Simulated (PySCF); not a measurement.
Job for PySCF: R-M06-2X/def2-TZVPP on FHOPb (SMILES [OH][Pb][F]), a point of a torsion scan. Elements past Kr take the def2 small-core potentials; no spin–orbit coupling.

```python
from pyscf import gto, dft

mol = gto.M(
    atom='''
    O    -1.15909737    0.16735992   -0.08515751
    Pb    0.64762971    1.00723861   -0.62825895
    F     1.99138707   -0.61308940   -0.51713214
    H    -1.45924603   -0.54496205    0.47045128
    ''',
    basis='def2-tzvpp',
    ecp={'Pb': 'def2-tzvpp'},
    charge=0, spin=0, verbose=4, max_memory=1800)
mf = dft.RKS(mol, xc='m062x').density_fit(auxbasis='def2-universal-jkfit')
mf.grids.level = 4
mf.conv_tol = 1e-9
mf.max_cycle = 150
mf.kernel()
mf.dip_moment()
```

### Question
Give the final energy of this run.

### Answer
-368.4890 hartree.
